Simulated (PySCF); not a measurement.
Cartesian coordinates (Å):
SMILES: CS[SiH2]
```xyz
8

C     -1.3412     0.1076     0.0302
S     -0.0885    -1.1267    -0.4168
Si     1.6608     0.0668    -0.3596
H     -1.4318     0.8674    -0.7450
H     -2.2877    -0.4242     0.1200
H     -1.1037     0.5749     0.9855
H      1.7520     0.8003     0.9405
H      2.8012    -0.8782    -0.5120
```
Charge 0, spin multiplicity 2.

Question: What dipole moment, total energy and highest occupied spin orbital does PBE0-D4/def2-TZVP in PySCF give?

Answer: 
| Item | Value |
|---|---|
| dipole moment | 1.51 D |
| total energy | -19823.45 eV |
| highest occupied spin orbital | -5.78 eV |
